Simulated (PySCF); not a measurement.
**Radial density of Li²⁺ (lithium, charge +2)**

UHF, 1s1, 2S determinant. Calculation: PySCF 2.14, in def2-TZVP; the non-relativistic Hamiltonian (point nucleus).

```json
{"r (bohr)": "0.00962", "4πr²ρ (e/bohr)": "0.009694", "4πr²(ρα − ρβ)": "0.0097"}
{"r (bohr)": "0.0162", "4πr²ρ (e/bohr)": "0.02627", "4πr²(ρα − ρβ)": "0.0263"}
{"r (bohr)": "0.0272", "4πr²ρ (e/bohr)": "0.06944", "4πr²(ρα − ρβ)": "0.0694"}
{"r (bohr)": "0.0458", "4πr²ρ (e/bohr)": "0.1749", "4πr²(ρα − ρβ)": "0.1749"}
{"r (bohr)": "0.0770", "4πr²ρ (e/bohr)": "0.4077", "4πr²(ρα − ρβ)": "0.4077"}
{"r (bohr)": "0.130", "4πr²ρ (e/bohr)": "0.8334", "4πr²(ρα − ρβ)": "0.8334"}
{"r (bohr)": "0.218", "4πr²ρ (e/bohr)": "1.373", "4πr²(ρα − ρβ)": "1.3734"}
{"r (bohr)": "0.367", "4πr²ρ (e/bohr)": "1.588", "4πr²(ρα − ρβ)": "1.5885"}
{"r (bohr)": "0.616", "4πr²ρ (e/bohr)": "1.024", "4πr²(ρα − ρβ)": "1.0244"}
{"r (bohr)": "1.04", "4πr²ρ (e/bohr)": "0.2380", "4πr²(ρα − ρβ)": "0.2380"}
{"r (bohr)": "1.74", "4πr²ρ (e/bohr)": "0.007657", "4πr²(ρα − ρβ)": "0.0077"}
{"r (bohr)": "2.93", "4πr²ρ (e/bohr)": "5.008e-05", "4πr²(ρα − ρβ)": "0.0001"}
```
